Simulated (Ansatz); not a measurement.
Two structures of BH$_{3}$OF$_{4}$, singlet, reached by relaxing down either side of one saddle point (PBE0-D4/def2-TZVP). Energies are electronic, without zero-point energy. Computed with Ansatz 0.2.0 (basis: def2-TZVPP and def2-QZVPP); correlated methods freeze the cores. Extrapolation: Hartree–Fock as exp(−7.88 √X), correlation as X^−2.97. First:

| atom | x (Å) | y (Å) | z (Å) |
| --- | --- | --- | --- |
| B1 | 0.0844 | -1.2032 | 0.0768 |
| O2 | 0.8047 | -0.3397 | -0.7099 |
| F3 | -0.7856 | -2.0340 | -0.4574 |
| F4 | 0.3851 | -1.2733 | 1.3503 |
| H5 | -0.9461 | 1.3509 | 0.6002 |
| F6 | -1.5758 | 0.6568 | 0.5438 |
| H7 | 0.8942 | 1.2003 | -0.0858 |
| F8 | 0.6027 | 2.0097 | 0.3150 |
| H9 | 0.5365 | -0.3675 | -1.6333 |

Second:

| atom | x (Å) | y (Å) | z (Å) |
| --- | --- | --- | --- |
| B1 | -0.3238 | -0.9390 | 0.3012 |
| O2 | 0.8685 | -0.1779 | -0.5603 |
| F3 | -0.8715 | -1.7645 | -0.6190 |
| F4 | 0.3014 | -1.5094 | 1.3401 |
| H5 | -0.5526 | 1.6468 | 0.5599 |
| F6 | -1.1663 | 0.1093 | 0.6759 |
| H7 | 0.8540 | 0.7955 | -0.4165 |
| F8 | 0.1328 | 2.2008 | 0.2191 |
| H9 | 0.7573 | -0.3615 | -1.5006 |

(1) Which bonds change from the first to the second?

(2) Give the saddle point's structure and its height above each. (An estimate is asked for; the value comes from the calculation.)

The T1 diagnostic stays at or below 0.012.

Results:

(1) BHOF₂ ([OH][B]([F])[F]) + HF + HF → BF₃ ([F][B]([F])[F]) + H₂O + HF (still joined by a long B–O bond); bonds formed: B1–F6, O2–H7, H5–F8; bonds broken: H5–F6, H7–F8; bonds weakened to dative contacts: B1–O2.

(2) The calculation gives: 35.9 kJ/mol above the first and 69.8 kJ/mol above the second (CCSD(T) at an estimated basis limit (MP2 extrapolated from triple and quadruple zeta, plus CCSD(T) − MP2 in triple zeta)).
B1  (-0.166, -0.919, 0.197)
O2  (0.840, -0.186, -0.571)
F3  (-0.933, -1.721, -0.551)
F4  (0.285, -1.367, 1.368)
H5  (-0.645, 1.200, 0.527)
F6  (-1.192, 0.314, 0.646)
H7  (0.748, 1.077, -0.261)
F8  (0.314, 1.955, 0.160)
H9  (0.748, -0.354, -1.514)
(Å)

Steps of this kind, hydrogen fluoride cutting a network bond, underlie vapour etching and the fluorination step of atomic layer etching.

Labels in which every atom is bracketed show which atoms are joined, not bond orders.

For scale, one of the runs: CCSD(T)/def2-TZVPP, 228 basis functions, launched by `ansatz run in.yaml --threads 8 --pin off --events-out ev --progress --plain --max-ram 19148MiB`. Hardware: 8 CPU threads of an Intel Xeon 6975P-C, shared host. Wall time 26 s; peak host memory 5.1 GiB.
